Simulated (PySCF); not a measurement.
Cl$_{3}$MoO (SMILES [O]=[Mo]([Cl])([Cl])[Cl]), doublet, geometry from GFN2-xTB (such geometries of metal compounds can be far from the true shape) (the multiplicity is a formal guess) (core potentials on Mo); DF-B3LYP/def2-SVPD in PySCF.

The PySCF input:
```python
from pyscf import gto, scf, dft

mol = gto.M(
    atom='''
Mo    0.386421   -0.081189   -0.012300
O     1.593814   -0.796268   -0.848410
Cl    0.476278    0.967153    1.829884
Cl   -0.833725    1.143565   -1.474919
Cl   -1.347271   -1.535418    0.074675
''',
    basis='def2-svpd',
    ecp={'Mo': 'def2-svpd'},
    charge=0,
    spin=1,
    verbose=4,
)

mf = dft.UKS(mol)
mf.xc = 'b3lyp'
mf = mf.density_fit(auxbasis='def2-universal-jkfit')
mf.kernel()
```

What the program printed (banner, timings and long lists left out):

```
PySCF version 2.14.0

[INPUT] verbose = 4
[INPUT] num. atoms = 5
[INPUT] num. electrons = 73
[INPUT] charge = 0
[INPUT] spin (= nelec alpha-beta = 2S) = 1
[INPUT] symmetry False subgroup None
[INPUT] Mole.unit = angstrom
[INPUT] Symbol           X                Y                Z      unit          X                Y                Z       unit  Magmom
[INPUT]  1 Mo     0.386421000000  -0.081189000000  -0.012300000000 AA    0.730229858781  -0.153424974327  -0.023243631332 Bohr   0.0
[INPUT]  2 O      1.593814000000  -0.796268000000  -0.848410000000 AA    3.011871953498  -1.504728441755  -1.603262541342 Bohr   0.0
[INPUT]  3 Cl     0.476278000000   0.967153000000   1.829884000000 AA    0.900034979156   1.827654290551   3.457979599724 Bohr   0.0
[INPUT]  4 Cl    -0.833725000000   1.143565000000  -1.474919000000 AA   -1.575511913203   2.161024655638  -2.787192965917 Bohr   0.0
[INPUT]  5 Cl    -1.347271000000  -1.535418000000   0.074675000000 AA   -2.545973205569  -2.901519506727   0.141115298352 Bohr   0.0

nuclear repulsion = 408.162782483466
number of shells = 54
number of NR pGTOs = 228
number of NR cGTOs = 138
basis = def2-svpd
ecp = {'Mo': 'def2-svpd'}

******** <class 'pyscf.df.df_jk.DFUKS'> ********
method = DFUKS
initial guess = minao
damping factor = 0
level_shift factor = 0
DIIS = <class 'pyscf.scf.diis.CDIIS'>
diis_start_cycle = 1
diis_space = 8
diis_damp = 0
SCF conv_tol = 1e-09
SCF conv_tol_grad = None
SCF max_cycles = 50
direct_scf = False
number electrons alpha = 37  beta = 36
XC library pyscf.dft.libxc version 7.1.2
    S. Lehtola, C. Steigemann, M. J. T. Oliveira, and M. A. L. Marques,  SoftwareX 7, 1–5 (2018)
XC functionals = b3lyp
    P. J. Stephens, F. J. Devlin, C. F. Chabalowski, and M. J. Frisch,  J. Phys. Chem. 98, 11623 (1994)
radial grids:
    Treutler-Ahlrichs [JCP 102, 346 (1995); DOI:10.1063/1.469408] (M4) radial grids

becke partition: Becke, JCP 88, 2547 (1988); DOI:10.1063/1.454033
pruning grids: <function nwchem_prune>
grids dens level: 3
symmetrized grids: False
atomic radii adjust function: <function treutler_atomic_radii_adjust>
small_rho_cutoff = 0
Set gradient conv threshold to 3.16228e-05
tot grids = 93160
******** <class 'pyscf.df.df.DF'> ********
auxbasis = def2-universal-jkfit
init E= -1516.32936588511

cycle= 1 E= -1523.57715468938  delta_E= -7.25  |g|= 0.704  |ddm|= 2.85
cycle= 2 E= -1520.34218129917  delta_E= 3.23  |g|= 2.73  |ddm|= 2.37
cycle= 3 E= -1523.74372357794  delta_E= -3.4  |g|= 0.279  |ddm|= 2.06
cycle= 4 E= -1523.7675942647  delta_E= -0.0239  |g|= 0.17  |ddm|= 0.596
cycle= 5 E= -1523.77751085366  delta_E= -0.00992  |g|= 0.108  |ddm|= 0.308
cycle= 6 E= -1523.78378937814  delta_E= -0.00628  |g|= 0.0126  |ddm|= 0.124
cycle= 7 E= -1523.78386291093  delta_E= -7.35e-05  |g|= 0.00602  |ddm|= 0.0207
cycle= 8 E= -1523.78388504034  delta_E= -2.21e-05  |g|= 0.00176  |ddm|= 0.00919
cycle= 9 E= -1523.78388814194  delta_E= -3.1e-06  |g|= 0.000601  |ddm|= 0.00365
cycle= 10 E= -1523.78388904158  delta_E= -9e-07  |g|= 0.000237  |ddm|= 0.0023
cycle= 11 E= -1523.78388919689  delta_E= -1.55e-07  |g|= 0.000208  |ddm|= 0.00104
cycle= 12 E= -1523.7838892333  delta_E= -3.64e-08  |g|= 3.18e-05  |ddm|= 0.000499
cycle= 13 E= -1523.78388923536  delta_E= -2.06e-09  |g|= 1.68e-05  |ddm|= 0.000121
cycle= 14 E= -1523.78388923554  delta_E= -1.78e-10  |g|= 9.82e-06  |ddm|= 3.14e-05
Extra cycle  E= -1523.78388923525  delta_E= 2.93e-10  |g|= 2.79e-05  |ddm|= 4.12e-05
converged SCF energy = -1523.78388923525  <S^2> = 0.75414801  2S+1 = 2.0041437
```
